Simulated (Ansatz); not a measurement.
```xyz
10

F    -1.191    0.453    0.679
C    -0.187   -0.537    1.147
Si    1.169   -0.426   -0.218
Al   -0.529    1.078   -1.128
Cl   -1.893    0.169   -2.465
H     0.072   -0.188    2.144
H    -0.748   -1.468    1.203
H     2.424    0.059    0.418
H     1.408   -1.791   -0.757
H    -0.526    2.652   -1.023
```

Charge 0, multiplicity 1.

Problem. List the PBE0/def2-TZVPP orbital energies in eV (the Gaussian-basis code of Ansatz). (Best estimate.)

Solution. Ansatz gave: Occupied: -2766.63, -1802.52, -1528.42, -675.62, -280.89, -258.49, -196.73, -196.66, -196.64, -144.91, -114.20, -99.59, -99.55, -99.52, -74.28, -74.17, -74.11, -34.86, -22.14, -20.63, -16.03, -14.96, -14.85, -13.78, -11.73, -11.29, -9.94, -9.85, -9.32, -9.03, -8.88, -7.32. Lowest empty: -0.91, -0.20, -0.08, 0.79, 1.35, 1.74, 1.90, 2.26.
